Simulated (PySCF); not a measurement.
# [ErCl4]− at several levels of theory

Computed with PySCF 2.14.0 (density fitting, no spin-orbit coupling) at the geometry relaxed with PBE0:

```xyz
5
[ErCl4]− (singlet in the valence; each metal's 4f electrons, 11 of them, lie in its core potential, out of spins and levels)
Er    0.0000    0.0000    0.0000
Cl    1.4476    1.4476    1.4476
Cl   -1.4476   -1.4476    1.4476
Cl    1.4476   -1.4476   -1.4476
Cl   -1.4476    1.4476   -1.4476
```

```tsv
level	basis	state	HOMO (eV)	gap (eV)	charge on Er1 (e)	population of f-type functions on Er1 (polarisation alone where 4f lies in the core)	dipole about the centre of mass (D)	largest force component (eV/Å)
PBE0	Er lcecp-1-SVP with ECP57, Cl def2-SVP	singlet	-4.49	8.03	0.71	0.04	0.00	0.00
r2SCAN	the same	singlet	-3.50	6.93	0.72	0.04	0.00	0.03
PBE0	Er lcecp-1-TZVP with ECP57, Cl def2-TZVP	singlet	-4.75	8.16	1.29	0.05	0.00	0.00
```

In the lcecp rows the 4f levels are missing from HOMO and gap, and the state counts the valence alone.

Charges are Mulliken's, which hang on the basis. The relaxation used the grid (50, 194), these runs (75, 302) or, all-electron (x2c bases, spin-free X2C Hamiltonian), (99, 590).

Question: What does BLYP with Er lcecp-1-SVP with ECP57, Cl def2-SVP give here?

Answer: state singlet, HOMO (eV) -2.77, gap (eV) 5.82, charge on Er1 (e) 0.45, population of f-type functions on Er1 (polarisation alone where 4f lies in the core) 0.04, dipole about the centre of mass (D) 0.00, largest force component (eV/Å) 0.16. Time: 5 s on 2 threads of Arm Neoverse V1, on a shared host, from an already converged density.

In the first row's basis the gap widens with exact exchange: 5.8 to 6.9 eV for BLYP, r2SCAN (none); 8.0 eV for PBE0 (a fixed share).

An lcecp potential fixes the number of 4f electrons, so in runs with it no electron can move into or out of that shell.
